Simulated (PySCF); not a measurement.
## MoOCl2, triplet: data card

Level of theory: PySCF, UPBE0, basis Mo def2-TZVP with ECP28, O def2-TZVP, Cl def2-TZVP (scalar-relativistic core potentials, no spin–orbit coupling, density fitting).

The structure is a minimum.

```json
{"Point group": "C2v", "Bond lengths": "Mo–Cl 2.265 Å (×2), Mo–O 1.646 Å", "Bond angles": "Cl–Mo–Cl 119.9°, Cl–Mo–O 120.0° (×2)", "Enthalpy at 298.15 K above 0 K": "16.77 kJ/mol", "Dipole moment": "0.07 D", "Principal polarisabilities": "44.7, 64.3, 80.8 bohr³", "Spin squared ⟨S²⟩": "2.022", "Rotational constants": "0.143, 0.06268, 0.04358 cm⁻¹", "Lowest empty level (β)": "-3.51 eV", "Rotational symmetry number": "2", "Principal quadrupole moments (Buckingham, traceless) about the centre of mass": "-3.52, -2.86, 6.38 D Å", "Highest occupied level (α)": "-7.49 eV", "Heat capacity Cp at 298.15 K": "70.4 J/(mol K)", "Atomisation energy without zero-point energy": "1368 kJ/mol", "Zero-point energy": "14.0 kJ/mol", "Entropy at 298.15 K and 1 bar (electronic part: spin only)": "337.9 J/(mol K)"}
```

Harmonic modes (masses in u: Mo 97.905, O 15.995, Cl 34.969):
```json
{"symmetry": "a1", "ω (cm⁻¹)": "104", "IR (km/mol)": "1.4", "μ (u)": "38.17"}
{"symmetry": "b1", "ω (cm⁻¹)": "116", "IR (km/mol)": "14.4", "μ (u)": "28.54"}
{"symmetry": "b2", "ω (cm⁻¹)": "196", "IR (km/mol)": "3.4", "μ (u)": "18.91"}
{"symmetry": "a1", "ω (cm⁻¹)": "393", "IR (km/mol)": "24.8", "μ (u)": "37.31"}
{"symmetry": "b2", "ω (cm⁻¹)": "441", "IR (km/mol)": "129", "μ (u)": "45.79"}
{"symmetry": "a1", "ω (cm⁻¹)": "1082", "IR (km/mol)": "191", "μ (u)": "18.13"}
```

In C2v the vibrations span 3a1 + b1 + 2b2. Here b1 is antisymmetric to the molecular plane and b2 lies in it.

Charges (e):
```csv
atom,Mulliken,Löwdin,polar tensor,spin (Mulliken),Mayer order to Mo1
Mo1,1.27,0.16,1.84,2.09,–
O2,-0.49,-0.21,-0.74,-0.16,2.08
"Cl3,4",-0.39,0.03,-0.55,0.04,0.99
```

Mulliken populations on Mo1 (electrons outside its core potential): s 2.35, p 6.24, d 4.10, f 0.05.

Outer orbital energies (eV). α occupied: -11.78, -10.90, -10.37, -10.07, -9.98, -9.65, -8.05, -7.49; empty: -3.44, -2.16, -2.05, -0.07. β occupied: -12.51, -12.15, -11.48, -10.42, -10.07, -9.94, -9.84, -9.66; empty: -3.51, -3.16, -2.63, -1.51.

Formally Mo is in oxidation state +4, d2, with 2 unpaired electrons (the high-spin count). The Mulliken spin on Mo is 2.09. The polar-tensor charge on Mo, 1.84, is far below the formal one.

Other isomers or separated fragments may lie lower. Open d and f shells are described by one determinant, and the ground state may have another occupation or spin.

The final relaxation and frequency run took 2.1 min on 4 threads of a shared Intel Xeon @ 2.70GHz host, with 145 basis functions and 15 gradients; the process peaked at 1.4 GiB. Launch command: `OMP_NUM_THREADS=4 python axn.py task.json out`.
